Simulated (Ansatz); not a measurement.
A nudged elastic band was laid between two geometries of GeH4 + H2O (8 atoms, charge 0, multiplicity 1).

Level of theory: Ansatz, RKS BLYP-D4/def2-mTZVP.

```yaml
movable_images: 7
climbing_image: yes
spring: 5.0 eV/Å²
optimiser: quadratic models (default)
start_path: through a guess of the saddle point
force_threshold: 0.03 eV/Å
iteration_limit: 60
end_points: relaxed
```

Image 0:

```xyz
8
Properties=species:S:1:pos:R:3
Ge 0.537 0.041 -0.192
H 0.629 -0.048 1.350
H 1.978 0.076 -0.771
H -0.204 1.328 -0.615
H -0.186 -1.206 -0.752
O -2.544 -0.008 1.060
H -3.111 -0.749 0.771
H -2.566 -0.063 2.036
```

Image 8:

```xyz
8
Properties=species:S:1:pos:R:3
Ge -0.261 -0.126 -0.740
H -0.775 0.769 3.319
H 0.973 -0.855 -0.140
H -0.070 1.406 -0.734
H -0.550 -0.662 -2.170
O -1.723 -0.372 0.326
H -2.001 -1.309 0.352
H -1.060 0.519 2.673
```

(1) What changes between the two ends?

(2) Give the energies along the band, and the barrier.

(3) What is the geometry of the highest image?

## Answers

(1) Bonds broken: Ge1–H2, O6–H8. Bonds formed: Ge1–O6, H2–H8. GeH4 + H2O becomes GeH4O + H2.

(2) The forces met the threshold. The highest image is number 3 of 0 to 8, 1.95 eV above the first end and 1.97 eV above the last; the last end lies 0.01 eV below the first. Beside the main top the profile has a ripple of under 15 meV (maxima at images 3, 7), which may be a very shallow well or noise. Neighbouring images differ by up to 1.9 eV, so the band resolves the path poorly. A vibrational analysis at the climbing image gives one clearly imaginary mode, 1408i cm⁻¹: a first-order saddle point. The orbitals stay closed-shell, which can raise the energy where a bond breaks towards radicals; this wasn't checked here.

```csv
image,path coordinate (Å),energy (eV),Ge1–H2 (Å),O6–H8 (Å),Ge1–O6 (Å)
0,0.00,0.00,1.55,0.98,3.33
1,1.72,0.04,1.55,0.98,3.51
2,3.44,0.08,1.55,0.98,3.40
3,5.16,1.95,1.98,1.18,2.10
4,6.66,0.05,3.18,2.26,1.83
5,8.15,0.02,3.89,3.06,1.82
6,9.65,-0.02,4.43,2.57,1.82
7,11.15,0.00,4.26,2.65,1.83
8,12.65,-0.01,4.19,2.60,1.83
```

(3) 
```xyz
8
Properties=species:S:1:pos:R:3:forces:R:3
Ge -0.150 -0.010 -0.207 0.00 0.00 0.00
H -0.174 -0.971 1.526 0.00 0.00 0.00
H 1.144 0.717 0.215 0.00 0.00 0.00
H -0.877 0.867 -1.283 0.00 0.00 0.00
H 0.044 -1.407 -0.849 0.00 0.00 0.00
O -1.731 0.446 1.091 0.00 0.00 0.00
H -2.610 0.139 0.773 0.00 0.00 0.00
H -1.111 -0.412 1.620 0.00 0.00 0.00
```

The run took 7.9 min on 1 thread of Arm Neoverse V1, with other jobs on the host, peak memory 0.13 GiB.
